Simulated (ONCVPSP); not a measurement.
## Scattering properties, ONCV potential for iridium

```
Element                 : Ir
Generator               : ONCVPSP 4.0.1
Type                    : optimised norm-conserving Vanderbilt (ONCV)
Functional              : LDA (Perdew-Wang 92)
Relativity              : scalar-relativistic
Frozen core             : [Kr] 4d10 4f14
Valence charge          : 17
Reference configuration : 5s2 5p6 5d7 (charge +2)
Partial waves           : 5s: rc 1.05 bohr, ncon 3, nbas 8, qcut 5.9 1/bohr, 1 projector; 5p: rc 1.20 bohr, ncon 3, nbas 6, qcut 6.8 1/bohr, 3 projectors, debl 3.2 Ha; 5d: rc 2.40 bohr, ncon 3, nbas 8, qcut 5.6 1/bohr, 2 projectors, debl 2.7 Ha
Local potential         : polynomial inside 0.70 bohr (lpopt 5, dvloc0 0 Ha)
Core correction         : none
```

The phase is arctan(r·R′/R) of the radial function R(r), unwrapped; energies in Ha, scanned from -6 to 5 Ha. A pole is an energy at which the radial function vanishes at the test radius. The pseudo phase is shifted by a multiple of π to meet the all-electron one at the reference energy, and phase errors are pseudo minus all-electron; the curves can meet again beyond the range given. Levels narrower than the energy grid can be missing from the lists of poles.

```json
{"channel": "s", "radius (bohr)": "1.06", "reference energy (Ha)": "-4.27", "poles, all-electron": "1.33", "poles, pseudo": "0.51", "unbroken range about the reference energy with phases within 0.05 rad": "below 1.5", "phase error 1 Ha above the reference energy (rad)": "-0.002"}
{"channel": "p", "radius (bohr)": "1.22", "reference energy (Ha)": "-2.67", "poles, all-electron": "1.20", "poles, pseudo": "1.20", "unbroken range about the reference energy with phases within 0.05 rad": "the whole range", "phase error 1 Ha above the reference energy (rad)": "+0.000"}
{"channel": "d", "radius (bohr)": "2.44", "reference energy (Ha)": "-0.91", "poles, all-electron": "-0.65, 3.09", "poles, pseudo": "-0.64, 3.13", "unbroken range about the reference energy with phases within 0.05 rad": "below 4.6", "phase error 1 Ha above the reference energy (rad)": "+0.004"}
```

Note: ghosts flagged at negative energy: s at -585.4 eV; GHOST(+) flagged for d at 103.9 eV, p at 271.6 eV. A true bound ghost makes a file unfit for plane-wave use.

Phases in the p channel:

```json
{"E (Ha)": "-5.96", "all-electron": "0.841", "pseudo": "0.841"}
{"E (Ha)": "-5.40", "all-electron": "0.640", "pseudo": "0.640"}
{"E (Ha)": "-4.84", "all-electron": "0.316", "pseudo": "0.316"}
{"E (Ha)": "-4.28", "all-electron": "-0.149", "pseudo": "-0.148"}
{"E (Ha)": "-3.72", "all-electron": "-0.613", "pseudo": "-0.613"}
{"E (Ha)": "-3.16", "all-electron": "-0.938", "pseudo": "-0.938"}
{"E (Ha)": "-2.60", "all-electron": "-1.140", "pseudo": "-1.139"}
{"E (Ha)": "-2.04", "all-electron": "-1.269", "pseudo": "-1.269"}
{"E (Ha)": "-1.48", "all-electron": "-1.358", "pseudo": "-1.358"}
{"E (Ha)": "-0.92", "all-electron": "-1.422", "pseudo": "-1.422"}
{"E (Ha)": "-0.36", "all-electron": "-1.472", "pseudo": "-1.472"}
{"E (Ha)": "0.20", "all-electron": "-1.513", "pseudo": "-1.513"}
{"E (Ha)": "0.76", "all-electron": "-1.547", "pseudo": "-1.547"}
{"E (Ha)": "1.32", "all-electron": "-1.577", "pseudo": "-1.577"}
{"E (Ha)": "1.88", "all-electron": "-1.605", "pseudo": "-1.605"}
{"E (Ha)": "2.44", "all-electron": "-1.631", "pseudo": "-1.631"}
{"E (Ha)": "3.00", "all-electron": "-1.656", "pseudo": "-1.656"}
{"E (Ha)": "3.56", "all-electron": "-1.683", "pseudo": "-1.683"}
{"E (Ha)": "4.12", "all-electron": "-1.710", "pseudo": "-1.710"}
{"E (Ha)": "4.68", "all-electron": "-1.741", "pseudo": "-1.741"}
```
